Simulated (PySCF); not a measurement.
Rh (SMILES [Rh]), quartet (core potentials on Rh). Base run: TPSS/def2-SVP run with PySCF.

The PySCF input:
```python
from pyscf import gto, scf, dft

mol = gto.Mole()
mol.atom = '''
    Rh    0.00000000    0.00000000    0.00000000
'''
mol.basis = 'def2-svp'
mol.ecp = {'Rh': 'def2-svp'}
mol.spin = 3
mol.verbose = 4
mol.build()

mf = dft.UKS(mol)
mf.xc = 'tpss'
mf.kernel()
```

Variants of this job, named by their change:

| change | E (Eh) | HOMO (eV) | <S^2> | outcome |
|---|---|---|---|---|
| base | -110.42392 | -4.65 | 3.751 | converged |
| functional = revpbe | - | - | - | not converged |
| functional = tpssh | -110.42003 | -4.88 | 3.751 | converged |
| functional = camb3lyp | -110.40783 | -6.30 | 3.751 | converged |
| functional = m062x | - | - | - | not converged |
| functional = lda,vwn | -110.23578 | -4.99 | 3.750 | converged |
| functional = pw6b95 | -110.50520 | -5.27 | 3.751 | converged |
| functional = b3lyp | -110.50182 | -5.20 | 3.751 | converged |
| functional = mn12l | -109.53549 | -5.08 | 3.751 | converged |
| functional = b97m_v | -110.45770 | -4.45 | 3.751 | converged |
| functional = bhandhlyp | - | - | - | not converged |
| functional = pbe0; dispersion = d3bj | - | - | - | not converged |
| functional = x3lyp | - | - | - | not converged |

Totals shift with the method and basis; they matter in differences.

Open shells are given as the SCF converged; they aren't shown to be the lowest states, and a large step between rows can be another state.
